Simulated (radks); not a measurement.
Results of a calculation; reference values are marked as such.
The europium ion Eu4+, 59 electrons, occupied as [Xe] 4f5. Level of theory: Dirac Kohn-Sham, PBE, spin-unpolarised, spherical densities, finite nucleus; open shells fill j = l - 1/2 first; Fermi nuclear charge, rms radius 5.1115 fm (a radial shooting solver on a logarithmic mesh with Libxc functionals). Some entries of the table are withheld. Estimate them.

| orbital | occ. | eigenvalue (eV) | <r^2> (bohr^2) |
|---|---|---|---|
| 1s1/2 | 2 | -48364.67 | 0.0006793 |
| 2s1/2 | 2 | -7982.582 | 0.01062 |
| 2p1/2 | 2 | -7575.992 | 0.007726 |
| 2p3/2 | 4 | -6928.086 | 0.008964 |
| 3s1/2 | 2 | -1799.309 | 0.07109 |
| 3p1/2 | 2 | -1623.637 | 0.06634 |
| 3p3/2 | 4 | -1491.602 | 0.07347 |
| 3d3/2 | 4 | -1187.430 | 0.05889 |
| 3d5/2 | 6 | -1158.717 | 0.06089 |
| 4s1/2 | 2 | -399.6570 | 0.3595 |
| 4p1/2 | 2 | -331.6503 | 0.3785 |
| 4p3/2 | 4 | -302.2205 | 0.4168 |
| 4d3/2 | 4 | -190.0642 | 0.4774 |
| 4d5/2 | 6 | -184.7293 | 0.4922 |
| 5s1/2 | 2 | -88.9461 | 1.945 |
| 5p1/2 | 2 | -69.2340 | (1) |
| 5p3/2 | 4 | -64.5876 | (2) |
| 4f5/2 | 5 | (3) | 0.8441 |
| 4f7/2 | 0 | (4) | 0.8611 |

Answer. 
(1) 5p1/2 <r^2> (bohr^2): 2.353
(2) 5p3/2 <r^2> (bohr^2): 2.597
(3) 4f5/2 eigenvalue (eV): -52.9624
(4) 4f7/2 eigenvalue (eV): -52.2261
